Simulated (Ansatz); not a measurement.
Br2Cl2Hf (`[Cl][Hf]([Cl])([Br])[Br]`). The species carries charge 0 and has multiplicity 1. Hf takes the def2 core potential. The structure was optimised at the PBE0-D4/def2-TZVP level.

```xyz
5

Cl   -0.126    2.220   -0.707
Hf   -0.012    0.025    0.017
Cl   -0.929   -0.125    2.137
Br   -1.283   -1.421   -1.535
Br    2.350   -0.699    0.088
```

Question: What is the dipole moment at ωB97M-V/def2-TZVPP? (Best estimate.)

Answer: Computed: 0.00 D, zero by symmetry or nearly so.

Question: Give the Mulliken charges with ωB97M-V, B3LYP, PBE in def2-TZVPP. (Estimate.)

Answer: Ansatz gave: 
```csv
atom,ωB97M-V,B3LYP,PBE
Cl1,-0.17,-0.20,-0.17
Hf2,0.67,0.78,0.68
Cl3,-0.17,-0.20,-0.17
Br4,-0.16,-0.19,-0.16
Br5,-0.16,-0.19,-0.16
```

B3LYP here is the variant with VWN-RPA as its local correlation; programs differ in this.
